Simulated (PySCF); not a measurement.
Gas-phase reaction: 2 GeF₃ + 2 FO ⇌ Ge₂O₂ + 4 F₂

Method: PySCF energies (xtb for GFN2) plus ideal-gas RRHO corrections (1 bar). † marks an energy on the PBE0/def2-TZVP geometry and frequencies; other levels use their own. CCSD(T) freezes the core. 6-31G* has spherical d functions here. Open shells (unrestricted): GeF₃ (multiplicity 2), FO (multiplicity 2, electronic degeneracy 4); the rest are closed-shell singlets. GFN2 has no spin-polarisation term. Spin-orbit splitting is ignored; it lowers the true energy and changes the entropy of FO. B3LYP is the form with VWN-RPA correlation. Ge: all electrons, no relativistic terms. GeF₃, Ge₂O₂: computed as isolated molecules; such fragments, hydroxides, amides, oligomers or adducts are transient or little studied in the gas. CCSD(T) isn't extrapolated to the basis-set limit; its ΔH°(298 K) is 997.8 kJ in def2-SVP and 1006.9 kJ in def2-TZVPP. The harmonic model lacks anharmonicity and excited electronic states, which grow with temperature; levels with a mode under 35 cm⁻¹ are left out.

ΔH° and ΔS° at 298 K: B3LYP/6-31G* 986 kJ, 73 J/K; B3LYP/def2-TZVP† 1027 kJ, 72 J/K; CCSD(T)/def2-SVP† 998 kJ, 72 J/K; GFN2-xTB 488 kJ, 33 J/K; HF/6-31G* 1365 kJ, 73 J/K.

Q: With the heat capacities included, give log10 K (1 bar) at 500, 800, 1200, 1800, 2000 K from B3LYP/6-31G*, B3LYP/def2-TZVP†, CCSD(T)/def2-SVP†, GFN2-xTB, HF/6-31G*.

A: 
```tsv
T (K)	B3LYP/6-31G*	B3LYP/def2-TZVP†	CCSD(T)/def2-SVP†	GFN2-xTB	HF/6-31G*
500	-99.2	-103.6	-100.5	-49.3	-138.8
800	-60.7	-63.4	-61.5	-30.3	-85.4
1200	-39.4	-41.2	-40.0	-19.8	-55.9
1800	-25.2	-26.5	-25.6	-12.9	-36.2
2000	-22.4	-23.5	-22.8	-11.5	-32.3
```
